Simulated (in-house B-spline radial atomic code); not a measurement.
Configurations of Cr, with energies counted from [Ar] 3d5 4s1. Computed with a B-spline radial code for spherical atoms: non-relativistic r2SCAN0, spin-polarised, spherical fractional occupations, exact exchange averaged over the configuration, point nucleus. Shells without spins written out take the highest spin.

Occupations are held fixed; configurations that lie above the ionisation limit could autoionise.

| configuration | E - E(ref) (eV) | highest orbital | its <r> (bohr) |
| --- | --- | --- | --- |
| [Ar] 3d4 4s2 | 2.2215 | 4s down | 3.519 |
| [Ar] 3d4 4s1 4p1 | 4.015 | 4p up | 4.085 |
| [Ar] 3d5 5p1 | 5.252 | 5p up | 12.02 |
| [Ar] 3d5 4f1 | 6.0165 | 4f up | 17.6 |
| [Ne] 3s2 3p5 3d5 4s1 4p1 | 41.82 | 4p up | 4.049 |

Order these further configurations by energy, lowest first.
A. [Ne] 3s2 3p5 3d5 4s1 5f1
B. [Ne] 3s2 3p5 3d5 4s1 5d1
C. [Ar] 3d5 4p1
D. [Ne] 3s2 3p5 3d5 4s1 4d1
E. [Ne] 3s2 3p5 3d5 4s1 5s1

C (3.2156 eV), E (44.284 eV), D (45.157 eV), B (45.819 eV), A (46.182 eV).

How far above the reference does [Ar] 3d5 4d1 lie?

5.3706 eV; its least bound orbital is 4d up with <r> = 10.53 bohr.
